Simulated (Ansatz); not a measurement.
`C[C@@]12[C@H]3[C@H]4[C@H]5[C@@H]1[Zr]4532([NH2])([NH2])[NH2]`, charge 0, multiplicity 1.

(1) Give a relaxed structure at PBE0-D4/def2-TZVP (Ansatz 0.2.0). (Best estimate.)

## Answers

(1) Ansatz gave: 
Z-matrix (Å, degrees):
```
Zr
N 1 2.053
C 1 2.554 2 91.7
C 1 2.546 2 142.0 3 -20.0
C 1 2.575 2 121.0 3 13.4
C 1 2.537 2 117.9 3 -48.6
N 1 2.054 2 104.5 3 -144.4
N 1 2.053 2 104.7 3 106.6
C 1 2.529 2 89.6 3 -32.2
H 2 1.011 1 121.2 3 -120.3
H 2 1.009 1 129.6 3 48.3
H 3 1.081 1 117.4 2 35.4
H 4 1.082 1 117.5 2 -175.3
C 5 1.491 1 122.1 2 97.1
H 6 1.080 1 116.4 2 -90.7
H 7 1.011 1 121.7 2 -7.9
H 7 1.010 1 129.2 2 161.4
H 8 1.011 1 120.9 2 96.0
H 8 1.010 1 130.1 2 -92.9
H 9 1.081 1 116.9 2 -29.3
H 14 1.094 5 110.7 1 175.4
H 14 1.092 5 111.4 1 -65.3
H 14 1.092 5 111.3 1 55.7
```
This is one stationary point; other conformers may exist.
